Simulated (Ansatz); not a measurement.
Ansatz (a quantum-chemistry and plane-wave program) input (HF/6-31G*):

Ansatz 0.2 input:
```yaml
crystal:
  periodic: [false, false, false]
  atoms:
    - {symbol: C, position_ang: [-2.28924853, -0.88154914, 0.05948191]}
    - {symbol: Si, position_ang: [-1.03446440, 0.47042250, -0.27412729]}
    - {symbol: O, position_ang: [0.46913313, -0.07609407, 0.07766837]}
    - {symbol: Si, position_ang: [2.09758879, 0.03128693, 0.13936917]}
    - {symbol: H, position_ang: [-2.09194286, -1.76039777, -0.54762187]}
    - {symbol: H, position_ang: [-2.26952298, -1.18720480, 1.10162968]}
    - {symbol: H, position_ang: [-3.29566546, -0.53846258, -0.16790134]}
    - {symbol: H, position_ang: [-1.08476828, 0.87901672, -1.69300736]}
    - {symbol: H, position_ang: [-1.32885832, 1.65690991, 0.55511349]}
    - {symbol: H, position_ang: [2.65438477, -1.26579779, 0.57467921]}
    - {symbol: H, position_ang: [2.51505805, 1.09005166, 1.08548339]}
basis:
  gaussian:
    orbitals: 6-31G*
hamiltonian:
  xc: {name: HF}
magnetization: {spin_polarized: true, initial_magnetization: 1}
phonons: {temperatures: {t_min: 298.15, t_max: 298.15, t_step: 100}}
```

Output:

```
Functional definition: HF
integrals: 0.03 GiB planned
889 factors; integrals over basis functions are off by at most 5.6e-4 eV
mean field: 0.39 GiB planned
mean field evaluation 1: about -18899.9492 eV, gradient 2.7e1 eV
mean field evaluation 2: about -18900.0205 eV, gradient 2.7e1 eV
mean field evaluation 4: about -18903.2961 eV, gradient 2.9e0 eV
mean field evaluation 8: about -18903.3661 eV, gradient 2.8e-1 eV
mean field -18903.36786754 eV, -694.6859559693 hartree, gradient 2.1e-5 eV, S^2 0.752507; 0 other end points of the search recorded, 0 dependent functions left out
the calculation of the forces begins
reference -18903.36786754 eV, -694.6859559693 hartree; 25, 24 occupied and 57, 58 virtual orbitals, 889 factors
these checks for a lower state are left out or cut short: stability, starts, cluster_reference, orbital_swaps, neighbouring_geometries, increment
integrals: 0.03 GiB planned
889 factors; integrals over basis functions are off by at most 5.5e-4 eV
mean field: 0.39 GiB planned
mean field evaluation 16: about -18903.2722 eV, gradient 2.6e-1 eV
mean field -18903.36770976 eV, -694.6859501708 hartree, gradient 2.2e-6 eV, S^2 0.752508; 0 other end points of the search recorded, 0 dependent functions left out
the calculation of the forces begins
reference -18903.36770976 eV, -694.6859501708 hartree; 25, 24 occupied and 57, 58 virtual orbitals, 889 factors
these checks for a lower state are left out or cut short: stability, starts, cluster_reference, orbital_swaps, neighbouring_geometries, increment
integrals: 0.03 GiB planned
889 factors; integrals over basis functions are off by at most 5.6e-4 eV
mean field: 0.39 GiB planned
mean field -18903.36770921 eV, -694.6859501507 hartree, gradient 2.5e-6 eV, S^2 0.752507; 0 other end points of the search recorded, 0 dependent functions left out
the calculation of the forces begins
reference -18903.36770921 eV, -694.6859501507 hartree; 25, 24 occupied and 57, 58 virtual orbitals, 889 factors
these checks for a lower state are left out or cut short: stability, starts, cluster_reference, orbital_swaps, neighbouring_geometries, increment
integrals: 0.03 GiB planned
889 factors; integrals over basis functions are off by at most 5.5e-4 eV
mean field: 0.39 GiB planned
mean field evaluation 32: about -18903.3677 eV, gradient 2.4e-6 eV
mean field -18903.36771076 eV, -694.6859502077 hartree, gradient 2.4e-6 eV, S^2 0.752507; 0 other end points of the search recorded, 0 dependent functions left out
the calculation of the forces begins
reference -18903.36771076 eV, -694.6859502077 hartree; 25, 24 occupied and 57, 58 virtual orbitals, 889 factors
these checks for a lower state are left out or cut short: stability, starts, cluster_reference, orbital_swaps, neighbouring_geometries, increment
integrals: 0.03 GiB planned
889 factors; integrals over basis functions are off by at most 5.6e-4 eV
mean field: 0.39 GiB planned
mean field -18903.36770855 eV, -694.6859501264 hartree, gradient 2.4e-6 eV, S^2 0.752508; 0 other end points of the search recorded, 0 dependent functions left out
the calculation of the forces begins
reference -18903.36770855 eV, -694.6859501264 hartree; 25, 24 occupied and 57, 58 virtual orbitals, 889 factors
these checks for a lower state are left out or cut short: stability, starts, cluster_reference, orbital_swaps, neighbouring_geometries, increment
integrals: 0.03 GiB planned
889 factors; integrals over basis functions are off by at most 5.5e-4 eV
mean field: 0.39 GiB planned
mean field -18903.36769110 eV, -694.6859494849 hartree, gradient 2.1e-6 eV, S^2 0.752508; 0 other end points of the search recorded, 0 dependent functions left out
the calculation of the forces begins
reference -18903.36769110 eV, -694.6859494849 hartree; 25, 24 occupied and 57, 58 virtual orbitals, 889 factors
these checks for a lower state are left out or cut short: stability, starts, cluster_reference, orbital_swaps, neighbouring_geometries, increment
integrals: 0.03 GiB planned
889 factors; integrals over basis functions are off by at most 5.6e-4 eV
mean field: 0.39 GiB planned
mean field -18903.36769522 eV, -694.6859496364 hartree, gradient 1.9e-6 eV, S^2 0.752507; 0 other end points of the search recorded, 0 dependent functions left out
the calculation of the forces begins
reference -18903.36769522 eV, -694.6859496364 hartree; 25, 24 occupied and 57, 58 virtual orbitals, 889 factors
these checks for a lower state are left out or cut short: stability, starts, cluster_reference, orbital_swaps, neighbouring_geometries, increment
integrals: 0.03 GiB planned
889 factors; integrals over basis functions are off by at most 5.6e-4 eV
mean field: 0.39 GiB planned
mean field -18903.36773137 eV, -694.6859509648 hartree, gradient 2.0e-6 eV, S^2 0.752504; 0 other end points of the search recorded, 0 dependent functions left out
[...]
these checks for a lower state are left out or cut short: stability, starts, cluster_reference, orbital_swaps, neighbouring_geometries, increment
integrals: 0.03 GiB planned
889 factors; integrals over basis functions are off by at most 5.6e-4 eV
mean field: 0.39 GiB planned
mean field -18903.36785024 eV, -694.6859553336 hartree, gradient 1.7e-6 eV, S^2 0.752508; 0 other end points of the search recorded, 0 dependent functions left out
the calculation of the forces begins
reference -18903.36785024 eV, -694.6859553336 hartree; 25, 24 occupied and 57, 58 virtual orbitals, 889 factors
these checks for a lower state are left out or cut short: stability, starts, cluster_reference, orbital_swaps, neighbouring_geometries, increment
integrals: 0.03 GiB planned
889 factors; integrals over basis functions are off by at most 5.6e-4 eV
mean field: 0.39 GiB planned
mean field -18903.36785379 eV, -694.6859554640 hartree, gradient 1.8e-6 eV, S^2 0.752507; 0 other end points of the search recorded, 0 dependent functions left out
the calculation of the forces begins
reference -18903.36785379 eV, -694.6859554640 hartree; 25, 24 occupied and 57, 58 virtual orbitals, 889 factors
these checks for a lower state are left out or cut short: stability, starts, cluster_reference, orbital_swaps, neighbouring_geometries, increment
integrals: 0.03 GiB planned
889 factors; integrals over basis functions are off by at most 5.6e-4 eV
mean field: 0.39 GiB planned
mean field evaluation 352: about -18903.2724 eV, gradient 2.4e-1 eV
mean field -18903.36782139 eV, -694.6859542732 hartree, gradient 2.0e-6 eV, S^2 0.752506; 0 other end points of the search recorded, 0 dependent functions left out
the calculation of the forces begins
reference -18903.36782139 eV, -694.6859542732 hartree; 25, 24 occupied and 57, 58 virtual orbitals, 889 factors
these checks for a lower state are left out or cut short: stability, starts, cluster_reference, orbital_swaps, neighbouring_geometries, increment
integrals: 0.03 GiB planned
889 factors; integrals over basis functions are off by at most 5.6e-4 eV
mean field: 0.39 GiB planned
mean field -18903.36781339 eV, -694.6859539793 hartree, gradient 1.9e-6 eV, S^2 0.752508; 0 other end points of the search recorded, 0 dependent functions left out
the calculation of the forces begins
reference -18903.36781339 eV, -694.6859539793 hartree; 25, 24 occupied and 57, 58 virtual orbitals, 889 factors
these checks for a lower state are left out or cut short: stability, starts, cluster_reference, orbital_swaps, neighbouring_geometries, increment
integrals: 0.03 GiB planned
889 factors; integrals over basis functions are off by at most 5.5e-4 eV
mean field: 0.39 GiB planned
mean field -18903.36785764 eV, -694.6859556054 hartree, gradient 1.7e-6 eV, S^2 0.752507; 0 other end points of the search recorded, 0 dependent functions left out
the calculation of the forces begins
reference -18903.36785764 eV, -694.6859556054 hartree; 25, 24 occupied and 57, 58 virtual orbitals, 889 factors
these checks for a lower state are left out or cut short: stability, starts, cluster_reference, orbital_swaps, neighbouring_geometries, increment
integrals: 0.03 GiB planned
889 factors; integrals over basis functions are off by at most 5.6e-4 eV
mean field: 0.39 GiB planned
mean field -18903.36785833 eV, -694.6859556306 hartree, gradient 1.9e-6 eV, S^2 0.752508; 0 other end points of the search recorded, 0 dependent functions left out
the calculation of the forces begins
reference -18903.36785833 eV, -694.6859556306 hartree; 25, 24 occupied and 57, 58 virtual orbitals, 889 factors
these checks for a lower state are left out or cut short: stability, starts, cluster_reference, orbital_swaps, neighbouring_geometries, increment
integrals: 0.03 GiB planned
889 factors; integrals over basis functions are off by at most 5.6e-4 eV
mean field: 0.39 GiB planned
mean field -18903.36785399 eV, -694.6859554712 hartree, gradient 1.6e-6 eV, S^2 0.752508; 0 other end points of the search recorded, 0 dependent functions left out
the calculation of the forces begins
reference -18903.36785399 eV, -694.6859554712 hartree; 25, 24 occupied and 57, 58 virtual orbitals, 889 factors
these checks for a lower state are left out or cut short: stability, starts, cluster_reference, orbital_swaps, neighbouring_geometries, increment
integrals: 0.03 GiB planned
889 factors; integrals over basis functions are off by at most 5.6e-4 eV
mean field: 0.39 GiB planned
mean field evaluation 384: about -18903.3679 eV, gradient 5.5e-6 eV
mean field -18903.36785695 eV, -694.6859555801 hartree, gradient 1.7e-6 eV, S^2 0.752507; 0 other end points of the search recorded, 0 dependent functions left out
the calculation of the forces begins
reference -18903.36785695 eV, -694.6859555801 hartree; 25, 24 occupied and 57, 58 virtual orbitals, 889 factors
these checks for a lower state are left out or cut short: stability, starts, cluster_reference, orbital_swaps, neighbouring_geometries, increment
integrals: 0.03 GiB planned
889 factors; integrals over basis functions are off by at most 5.5e-4 eV
mean field: 0.39 GiB planned
mean field -18903.36782775 eV, -694.6859545069 hartree, gradient 2.0e-6 eV, S^2 0.752508; 0 other end points of the search recorded, 0 dependent functions left out
the calculation of the forces begins
reference -18903.36782775 eV, -694.6859545069 hartree; 25, 24 occupied and 57, 58 virtual orbitals, 889 factors
these checks for a lower state are left out or cut short: stability, starts, cluster_reference, orbital_swaps, neighbouring_geometries, increment
integrals: 0.03 GiB planned
889 factors; integrals over basis functions are off by at most 5.6e-4 eV
mean field: 0.39 GiB planned
mean field -18903.36783720 eV, -694.6859548541 hartree, gradient 2.0e-6 eV, S^2 0.752506; 0 other end points of the search recorded, 0 dependent functions left out
the calculation of the forces begins
reference -18903.36783720 eV, -694.6859548541 hartree; 25, 24 occupied and 57, 58 virtual orbitals, 889 factors
these checks for a lower state are left out or cut short: stability, starts, cluster_reference, orbital_swaps, neighbouring_geometries, increment
integrals: 0.03 GiB planned
889 factors; integrals over basis functions are off by at most 5.6e-4 eV
mean field: 0.39 GiB planned
mean field -18903.36783715 eV, -694.6859548525 hartree, gradient 1.8e-6 eV, S^2 0.752508; 0 other end points of the search recorded, 0 dependent functions left out
the calculation of the forces begins
reference -18903.36783715 eV, -694.6859548525 hartree; 25, 24 occupied and 57, 58 virtual orbitals, 889 factors
these checks for a lower state are left out or cut short: stability, starts, cluster_reference, orbital_swaps, neighbouring_geometries, increment
integrals: 0.03 GiB planned
889 factors; integrals over basis functions are off by at most 5.5e-4 eV
mean field: 0.39 GiB planned
mean field -18903.36784359 eV, -694.6859550889 hartree, gradient 1.8e-6 eV, S^2 0.752507; 0 other end points of the search recorded, 0 dependent functions left out
the calculation of the forces begins
reference -18903.36784359 eV, -694.6859550889 hartree; 25, 24 occupied and 57, 58 virtual orbitals, 889 factors
Total energy: -18903.36786754 eV, -694.6859559693 hartree
Atom 0 at    -2.289249    -0.881549     0.059482 Å, force    -0.000063     0.000367    -0.000610 eV/Å
Atom 1 at    -1.034464     0.470423    -0.274127 Å, force     0.001500    -0.000261     0.000831 eV/Å
Atom 2 at     0.469133    -0.076094     0.077668 Å, force    -0.000260     0.000541    -0.000171 eV/Å
Atom 3 at     2.097589     0.031287     0.139369 Å, force     0.000362     0.000147     0.001305 eV/Å
Atom 4 at    -2.091943    -1.760398    -0.547622 Å, force    -0.000255     0.000055    -0.000034 eV/Å
Atom 5 at    -2.269523    -1.187205     1.101630 Å, force     0.000160     0.000136    -0.000030 eV/Å
Atom 6 at    -3.295665    -0.538463    -0.167901 Å, force     0.000172    -0.000420     0.000146 eV/Å
Atom 7 at    -1.084768     0.879017    -1.693007 Å, force    -0.000255    -0.000311    -0.000027 eV/Å
Atom 8 at    -1.328858     1.656910     0.555113 Å, force    -0.000066     0.000002     0.000015 eV/Å
Atom 9 at     2.654385    -1.265798     0.574679 Å, force    -0.000707     0.001656    -0.000130 eV/Å
Atom 10 at     2.515058     1.090052     1.085483 Å, force    -0.000589    -0.001912    -0.001296 eV/Å
Dipole moment:    -0.073319    -0.022353    -0.042181 e Å
Vibrations: 36.04 49.94 70.73 159.45 241.43 547.38 593.02 737.14 776.02 814.19 844.28 894.34 969.78 1016.67 1048.83 1078.12 1171.27 1457.17 1599.60 1604.77 2338.97 2360.11 2362.33 2377.02 3192.17 3259.80 3268.49 cm⁻¹, zero-point energy 2.161606 eV
```

The blocks after the first are displaced geometries, from whose forces the wavenumbers follow.
